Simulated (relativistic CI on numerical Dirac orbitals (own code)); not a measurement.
# Radial parameters of Cr³⁺

Computed by Dirac-Coulomb-Breit CI, orbitals from a KLI potential per configuration, model QED, valence Slater integrals scaled by 0.85, P86 correlation energy added to each configuration (own radial code, finite nucleus).

Slater integrals F^k, G^k are unscaled and averaged over j, outside the closed core [Ne] 3s2; ζ comes from projecting the Hamiltonian with its Breit term on Σ l·s of the shell.

- 3p6 3d3: F^2(3d,3d) = 86443, F^4(3d,3d) = 54119, ζ(3d) = 264.92 cm⁻¹; <r>(3d) = 1.098, <r^2>(3d) = 1.493 (bohr units).
- 3p6 3d2 4s: F^2(3d,3d) = 91754, F^4(3d,3d) = 57638, ζ(3d) = 304.07, G^2(3d,4s) = 12354 cm⁻¹; <r>(3d) = 1.044, <r^2>(3d) = 1.344, <r>(4s) = 2.368, <r^2>(4s) = 6.312 (bohr units).
- 3p6 3d2 4p: F^2(3d,3d) = 92304, F^4(3d,3d) = 58016, ζ(3d) = 308.48, F^2(3d,4p) = 23733, G^1(3d,4p) = 8967.4, G^3(3d,4p) = 8158.7, ζ(4p) = 685.67 cm⁻¹; <r>(3d) = 1.039, <r^2>(3d) = 1.329, <r>(4p) = 2.691, <r^2>(4p) = 8.173 (bohr units).

Give the Racah parameters of the d shell in 3p6 3d3.

B = F²/49 − 5F⁴/441 = 1151 cm⁻¹ and C = 35F⁴/441 = 4295 cm⁻¹; values fitted to spectra at such low charge are typically 15 to 30 % smaller.

In this model ζ of a weakly bound d, f or g electron outside closed shells comes out too small, for d by up to a factor of two or three and at times with the wrong sign; that of an outer p electron is too small as well.

For a near-neutral ion this model can misplace configurations by up to about 10,000 cm⁻¹ (more where the count of f electrons changes) and terms by 10 to 25 % of their spread. Rates follow the energies as ν³ (E1, M1) or ν⁵ (E2), so they and the lifetimes can be off by large factors. The fine structure of a lone outer electron comes out too small, for d and f at times inverted, and misplaced configurations move strength between like terms. 66 of the 66 excited levels that our extract of the measured tables holds in this range could be paired (the sources list more); they are missed by 2003 cm⁻¹ on average and 3618 at most, and levels without a partner can miss by more. Some levels of the ground configuration have no partner and can miss by 10 % or more.

Averages of the first 10 configurations, taken without configuration mixing, which lowers the lowest level and can move excited configurations by several eV; other configurations of the list can lie among them:

```tsv
Configuration	Parity	States	Average energy above the lowest level (eV)
3p6 3d3	even	120	2.4
3p6 3d2 4s	even	90	14.8
3p6 3d2 4p	odd	270	21.4
3p5 3d4	odd	1260	49.6
3p6 3d2 4d	even	450	30.7
3p6 3d2 5s	even	90	32.5
3p6 3d2 5p	odd	270	35.0
3p6 3d2 4f	odd	630	36.7
3p6 3d2 5d	even	450	38.9
3p6 3d 4s 4p	odd	120	38.8
```
